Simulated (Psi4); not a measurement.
A dimer, CH2O ··· H3O+ (SMILES C=O and [OH3+]) (charge +1); the first 4 atoms form monomer A.

```
8

C     -0.0058     0.0011     0.0000
O      1.1714    -0.2258    -0.0006
H     -0.7604    -0.8094    -0.0004
H     -0.4052     1.0341     0.0010
O      3.4258     0.8532    -0.0027
H      3.8727     0.8185     0.8700
H      2.5158     0.4865     0.0107
H      3.9758     0.5043    -0.7364
```

**Question.** What interaction energy does SAPT0/jun-cc-pVDZ, frozen core run with Psi4 1.11 give, and which attractive term is the largest?

**Answer.** Total -135.37 kJ/mol: electrostatics -129.34, exchange 89.24, induction -82.13, dispersion -13.13. The most attractive term is electrostatics.
